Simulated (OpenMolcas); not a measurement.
# O I: effect of the active space

```
Program             : OpenMolcas 26.06
Method              : CASSCF
Basis               : ANO-RCC-MB
Scalar Hamiltonian  : DKH4, point nucleus
Spin-orbit coupling : state interaction with AMFI integrals over the reference wave functions, term energies averaged over their components
```

A. 4 electrons in 3 orbitals (2p); 2S+1 = 3 even, 3 roots; 2S+1 = 1 even, 6 roots; cost roughly 1.6 core-seconds
B. 6 electrons in 4 orbitals (2s 2p); 2S+1 = 3 even, 3 roots; 2S+1 = 1 even, 6 roots; cost of the order of 4 core-seconds

Energies in cm⁻¹ above 2s² 2p⁴ ³P₂, the measured ground level; measured values from NIST Handbook of Basic Atomic Spectroscopic Data.

```json
{"Level": "2s² 2p⁴ ³P₂", "A": "0.0", "B": "0.0", "Measured": "0.0"}
{"Level": "2s² 2p⁴ ³P₁", "A": "149", "B": "149", "Measured": "158"}
{"Level": "2s² 2p⁴ ³P₀", "A": "222", "B": "221", "Measured": "227"}
{"Level": "2s² 2p⁴ ¹D₂", "A": "17453", "B": "17453", "Measured": "15868"}
{"Level": "2s² 2p⁴ ¹S₀", "A": "43520", "B": "31767", "Measured": "33793"}
```

Deviations, from unrounded energies. A percentage is the sum of absolute deviations over the sum of measured energies, with the sign that they share, or ± where signs differ.

```json
{"Against measurement": "mean absolute deviation (cm-1)", "Levels": "4", "A": "2800", "B": "910"}
{"Against measurement": "fine structure of the ground term (%)", "Levels": "2", "A": "-3.8", "B": "-3.9"}
{"Against measurement": "other terms of the ground configuration (%)", "Levels": "2", "A": "+22.8", "B": "±7.3"}
```

B lies closest to measurement on these levels. The largest miss of B in the table is 2s² 2p⁴ ¹S₀, by -2000 cm-1. The ranking rests on the paired levels alone, and a cruder setting can come out closer through cancelling errors.

Between A and B the level of the table that moves most is 2s² 2p⁴ ¹S₀, by 12000 cm-1 (lowest in B, highest in A).

Without dynamic correlation excited terms often stand tens of per cent too high (terms of higher spin than the ground term too low), and those without a measured partner can miss by more than the paired ones. With the s shell closed, the reference lacks s² → p² mixing (holds for A). Computed and measured levels are paired by configuration, term and J; levels that our copy of the source lacks, or whose pairing is in doubt (as where it misses far off the trend of its configuration), stay unpaired and out of the deviations. Only configurations of the active space appear.
